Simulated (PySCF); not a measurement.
**Pb²⁺ (lead, charge +2) across methods**

[Xe] 4f14 5d9 6s2 7s1, high-spin 3D determinant (an excited configuration). Computed with PySCF 2.14 in x2c-TZVPPall with one added diffuse shell each of s, p, d, f type (12s8p7d4f, 99 functions), with the spin-free X2C one-electron Hamiltonian (Gaussian nucleus). The B2PLYP total includes its PT2 part (frozen core); its orbital energies are those of the SCF part.

```json
{"method": "UHF", "E (hartree)": "-20878.00782", "mean ε 6s α (eV)": "-36.488", "mean ε 6s β (eV)": "-35.591", "mean ε 7s α (eV)": "-13.065", "Σ⟨r²⟩ (bohr²)": "69.26", "⟨S²⟩": "2.001"}
{"method": "B2PLYP", "E (hartree)": "-20882.50", "mean ε 6s α (eV)": "-35.116", "mean ε 6s β (eV)": "-34.508", "mean ε 7s α (eV)": "-12.502", "Σ⟨r²⟩ (bohr²)": "67.62", "⟨S²⟩": "2.001"}
{"method": "r2SCAN", "E (hartree)": "-20883.99", "mean ε 6s α (eV)": "-33.183", "mean ε 6s β (eV)": "-32.880", "mean ε 7s α (eV)": "-11.881", "Σ⟨r²⟩ (bohr²)": "66.57", "⟨S²⟩": "2.000"}
{"method": "r2SCAN0", "E (hartree)": "-20883.74", "mean ε 6s α (eV)": "-34.322", "mean ε 6s β (eV)": "-33.906", "mean ε 7s α (eV)": "-12.272", "Σ⟨r²⟩ (bohr²)": "67.06", "⟨S²⟩": "2.001"}
{"method": "TPSSh", "E (hartree)": "-20883.18", "mean ε 6s α (eV)": "-33.399", "mean ε 6s β (eV)": "-32.905", "mean ε 7s α (eV)": "-11.975", "Σ⟨r²⟩ (bohr²)": "66.81", "⟨S²⟩": "2.000"}
{"method": "PBE0", "E (hartree)": "-20883.75", "mean ε 6s α (eV)": "-34.199", "mean ε 6s β (eV)": "-33.610", "mean ε 7s α (eV)": "-12.290", "Σ⟨r²⟩ (bohr²)": "66.84", "⟨S²⟩": "2.000"}
{"method": "PBE", "E (hartree)": "-20884.04", "mean ε 6s α (eV)": "-33.085", "mean ε 6s β (eV)": "-32.575", "mean ε 7s α (eV)": "-11.874", "Σ⟨r²⟩ (bohr²)": "66.10", "⟨S²⟩": "2.000"}
{"method": "LDA", "E (hartree)": "-20871.45", "mean ε 6s α (eV)": "-33.590", "mean ε 6s β (eV)": "-33.135", "mean ε 7s α (eV)": "-11.925", "Σ⟨r²⟩ (bohr²)": "66.12", "⟨S²⟩": "2.000"}
```

Spin-orbit coupling, absent here, splits the open shell strongly. The outer electron is Rydberg-like, and this basis confines it to a smaller radius and binds it less than a complete one would.
